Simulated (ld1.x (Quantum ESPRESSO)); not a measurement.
# Transferability test, TM potential for fluorine (F)

| Property | Result |
| --- | --- |
| Element | fluorine (F) |
| Generator | ld1.x (Quantum ESPRESSO) 7.5 |
| Type | norm-conserving Troullier–Martins (Kleinman–Bylander form) |
| Functional | PW91 |
| Relativity | non-relativistic |
| Frozen core | [He] |
| Valence charge | 7 |
| Reference configuration | 2s1.5 2p5.5 |
| Partial waves | 2s (bound): rc 0.70 bohr; 2p (bound): rc 1.60 bohr; 3d channel at 0.35 Ry: rc 1.70 bohr |
| Local potential | all-electron potential smoothed inside 0.95 bohr (lloc = -1) |
| Core correction | none |

Energies are relative to the spin-unpolarised reference configuration 2s1.5 2p5.5; without spin polarisation the order of configurations can differ from experiment.

Give the all-electron excitation energy and the error of the potential for: 2s2 2p5; 2s2 2p4; 2s2 2p3; 2s1 2p5; 2s2 2p1; 2s2 2p2; 2s2 2p5.3.

```
valence configuration  charge  ΔE all-electron (eV)  error AE − PS (meV)
              2s2 2p5       0                -9.333                 +2.2
              2s2 2p4      +1                10.172                 +107
              2s2 2p3      +2                48.693                 +525
              2s1 2p5      +1                29.127                  -47
              2s2 2p1      +4               195.455                +4476
              2s2 2p2      +3               109.486                +1733
            2s2 2p5.3    -0.3               -12.032                 -8.6
```

ld1.x printed “convergence not achieved” for 5 of the counted tests; their residual had stalled under 1e-8, short of the target of 1e-14.
